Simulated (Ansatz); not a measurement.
AlH$_{5}$SSn, SMILES `[AlH2][S][SnH3]`. Charge 0, multiplicity 1. Sn takes the def2 core potential.

Z-matrix (Å, degrees):
```
Sn
S 1 2.412
H 1 1.703 2 105.1
H 1 1.704 2 109.1 3 -119.4
H 1 1.704 2 109.1 3 119.4
Al 2 2.170 1 98.8 3 -179.7
H 6 1.579 2 118.1 1 -180.0
H 6 1.586 2 118.5 1 -0.0
```

Problem. What are the harmonic wavenumbers in cm⁻¹ at PBE0-D4/def2-TZVP (Ansatz, finite differences of forces, unscaled)? (Best estimate.)

Solution. Computed: 59, 98, 182, 339, 448, 473, 496, 529, 583, 693, 711, 711, 775, 1921, 1952, 1953, 1955, 1963.

Problem. Is this a minimum?

Solution. Yes, all 18 modes are real.

Problem. Give the ideal-gas thermochemistry at 298.15 K and 1 bar (rigid rotor, harmonic oscillator; point group Cs, symmetry number 1).

Solution. Zero-point energy 94.8 kJ/mol; H(298) − E = 115.3 kJ/mol; entropy 355.3 J/(mol·K), of which translation 173.8, rotation 114.9, vibration 66.7; G(298) − E = 9.4 kJ/mol. Modes under 100 cm⁻¹ are hindered rotations or soft bends, so the harmonic entropy is rough.

Problem. Rotational constants (cm⁻¹)?

Solution. 0.2758, 0.04841, 0.04199.
